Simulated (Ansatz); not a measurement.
Computed with frozen-core CCSD(T)/cc-pVDZ // PBE-D3(BJ)/def2-SVP (Ansatz, a program for electronic structure). The restricted HF reference is unstable towards unrestricted orbitals.

Ansatz 0.2 input:
```yaml
crystal:
  periodic: [false, false, false]
  atoms:
    - { symbol: Si, position_ang: [-2.18815, -1.816989, 0.744022] }
    - { symbol: C, position_ang: [-1.173818, -0.324761, 0.169902] }
    - { symbol: C, position_ang: [-1.734592, 0.882175, -0.229427] }
    - { symbol: C, position_ang: [-0.92014, 1.979033, -0.654828] }
    - { symbol: S, position_ang: [-1.624845, 3.524437, -1.167025] }
    - { symbol: C, position_ang: [0.468461, 1.844651, -0.672864] }
    - { symbol: C, position_ang: [1.078871, 0.625773, -0.271741] }
    - { symbol: C, position_ang: [2.488118, 0.414278, -0.263545] }
    - { symbol: C, position_ang: [2.987715, -0.812065, 0.145481] }
    - { symbol: C, position_ang: [2.076674, -1.829309, 0.547082] }
    - { symbol: N, position_ang: [0.760887, -1.672012, 0.553716] }
    - { symbol: C, position_ang: [0.250095, -0.47208, 0.154626] }
    - { symbol: H, position_ang: [-3.637076, -1.401144, 0.666131] }
    - { symbol: H, position_ang: [-1.99386, -3.007194, -0.150363] }
    - { symbol: H, position_ang: [-1.884099, -2.190436, 2.166107] }
    - { symbol: H, position_ang: [-2.829953, 1.003829, -0.220672] }
    - { symbol: H, position_ang: [-2.923587, 3.164754, -0.976441] }
    - { symbol: H, position_ang: [1.107388, 2.680882, -0.997889] }
    - { symbol: H, position_ang: [3.161156, 1.226215, -0.58169] }
    - { symbol: H, position_ang: [4.07, -1.008236, 0.163709] }
    - { symbol: H, position_ang: [2.460755, -2.811803, 0.875709] }
basis:
  gaussian: { orbitals: cc-pVDZ }
correlation:
  method: ccsd_t
```

Output:

```
Functional definition: HF
2091 factors; integrals over basis functions are off by at most 1.0e-3 eV
mean field evaluation 1: about -29572.6308 eV, gradient 3.8e1 eV
mean field evaluation 2: about -29573.1782 eV, gradient 3.8e1 eV
mean field evaluation 4: about -29578.5097 eV, gradient 7.1e0 eV
mean field evaluation 8: about -29578.6580 eV, gradient 4.3e-1 eV
mean field evaluation 16: about -29572.6315 eV, gradient 3.8e1 eV
mean field -29578.65947356 eV, -1086.9956865178 hartree, gradient 2.1e-6 eV, S^2 0.000000; 0 other end points of the search recorded, 0 dependent functions left out; unrestricted orbitals would lower it
20 core orbitals not correlated
reference -29578.65947356 eV, -1086.9956865178 hartree; 30, 30 occupied and 171, 171 virtual orbitals, 2091 factors
second order -42.62897815 eV of doubles, -0.00000000 eV of singles
cycle   1  -42.73358857 eV  change   -1.0e-1 eV  update   1.8e-1
cycle   2  -44.11688132 eV  change    -1.4e0 eV  update   6.0e-2
cycle   3  -44.43991959 eV  change   -3.2e-1 eV  update   2.7e-2
cycle   4  -44.44053523 eV  change   -6.2e-4 eV  update   8.1e-3
cycle   5  -44.44232819 eV  change   -1.8e-3 eV  update   4.5e-3
cycle   6  -44.44426624 eV  change   -1.9e-3 eV  update   1.4e-3
cycle   7  -44.44375751 eV  change    5.1e-4 eV  update   7.5e-4
cycle   8  -44.44353726 eV  change    2.2e-4 eV  update   3.0e-4
cycle   9  -44.44362607 eV  change   -8.9e-5 eV  update   1.4e-4
cycle  10  -44.44362493 eV  change    1.1e-6 eV  update   5.5e-5
perturbative correction -2.08925112 eV, -0.0767785624 hartree
Total energy: -29625.19234961 eV, -1088.7057381714 hartree
```

Cost: roughly 19 core-minutes.
